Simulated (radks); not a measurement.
Question: Cu2+, configuration [Ar] 3d9. Method: Dirac Kohn-Sham, PBE, spin-unpolarised, spherical densities, point nucleus; open shells are shared between the two j in proportion to 2j + 1; speed of light set to 685.18 atomic units (5 times the physical value, a model run); computed with a radial shooting solver on a logarithmic mesh with Libxc functionals. Some entries of the table are withheld. Estimate them.

| orbital | occ. | eigenvalue (eV) | <r^2> (bohr^2) | <1/r> (bohr^-1) |
|---|---|---|---|---|
| 1s1/2 | 2 | -8776.188 | 0.003747 | 28.54 |
| 2s1/2 | 2 | -1066.528 | 0.06706 | 6.199 |
| 2p1/2 | 2 | (1) | (2) | (3) |
| 2p3/2 | 4 | (4) | (5) | (6) |
| 3s1/2 | 2 | -136.6892 | 0.5984 | 1.966 |
| 3p1/2 | 2 | -96.7051 | 0.6622 | (7) |
| 3p3/2 | 4 | -96.6041 | 0.6629 | (8) |
| 3d3/2 | 3.6 | (9) | (10) | 1.464 |
| 3d5/2 | 5.4 | (11) | (12) | 1.463 |

Answer: 
(1) 2p1/2 eigenvalue (eV): -938.1355
(2) 2p1/2 <r^2> (bohr^2): 0.05284
(3) 2p1/2 <1/r> (bohr^-1): 6.161
(4) 2p3/2 eigenvalue (eV): -937.3355
(5) 2p3/2 <r^2> (bohr^2): 0.05290
(6) 2p3/2 <1/r> (bohr^-1): 6.156
(7) 3p1/2 <1/r> (bohr^-1): 1.837
(8) 3p3/2 <1/r> (bohr^-1): 1.836
(9) 3d3/2 eigenvalue (eV): -29.8364
(10) 3d3/2 <r^2> (bohr^2): 1.105
(11) 3d5/2 eigenvalue (eV): -29.8243
(12) 3d5/2 <r^2> (bohr^2): 1.105
